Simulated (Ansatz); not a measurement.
Computed with Ansatz.

A structure relaxed at PBE0-D4/def2-TZVP, charge 0, multiplicity 1:

Cartesian coordinates in Å:
```
F 1.053 -1.576 -1.528
Si 1.313 -0.182 -0.828
F 1.136 0.925 -1.945
O 0.252 0.049 0.345
Si -1.278 0.198 0.933
H 2.683 -0.141 -0.315
H -1.176 0.432 2.392
H -2.033 -1.050 0.668
H -1.950 1.345 0.277
```

Give its formula and SMILES.

F2H4OSi2, `F[SiH](F)O[SiH3]`.

Point group (tolerance 0.08 Å, 0.16 Å for H)?

Cs.

Summarise the bond lengths by kind.

2 × F–Si 1.582 Å; 2 × O–Si 1.599 to 1.645 Å; 4 × H–Si 1.464 to 1.483 Å.
